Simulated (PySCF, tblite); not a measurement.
Isomers of C4H7F2N, one GFN2-xTB conformer each. Single-point energies are computed at PBE0/pcSseg-1 (PySCF, gas phase, no added dispersion term), electronic only.

Question: Rank them by PBE0/pcSseg-1 energy, lowest first (kJ/mol).
A. `[NH2:1][CH2:2]/[CH:3]=[CH:4]/[CH:5]([F:6])[F:7]` with H–N1–C2–C3 59° and -60°, N1–C2–C3–C4 120°, C3–C4–C5–F6 123°
B. `[CH2:1]=[CH:2][C@@H:3]([NH2:4])[CH:5]([F:6])[F:7]` with C1–C2–C3–N4 122°, C2–C3–N4–H 179° and 58°, C2–C3–C5–F6 62°

Answer: A (0.0), B (3.8).

Neighbours under 10 kJ/mol apart (NC/C=C/C(F)F and C=C[C@@H](N)C(F)F) can change places with a better method, another conformer or zero-point energy. GFN2-xTB itself gives, in the same order: 0.0, 2.9. Both levels put the same isomer lowest.

Question: Which frontier levels, dipoles and rotational constants go with these structures?

Answer: 
```csv
SMILES,"HOMO (eV, PBE0/pcSseg-1)",LUMO (eV),dipole (D),"A, B, C (MHz)"
NC/C=C/C(F)F,-7.08,-0.32,1.35,"6031, 1123, 1071"
C=C[C@@H](N)C(F)F,-7.28,-0.06,1.62,"3705, 2056, 1431"
```

Question: What happens when harmonic zero-point energies from GFN2-xTB frequencies are added?

Answer: 
```csv
SMILES,ZPE (kJ/mol),electronic (kJ/mol),with ZPE (kJ/mol)
NC/C=C/C(F)F,281.5,0.0,0.0
C=C[C@@H](N)C(F)F,280.5,3.8,2.8
```

The zero-point energies span 1.0 kJ/mol. The order is unchanged.
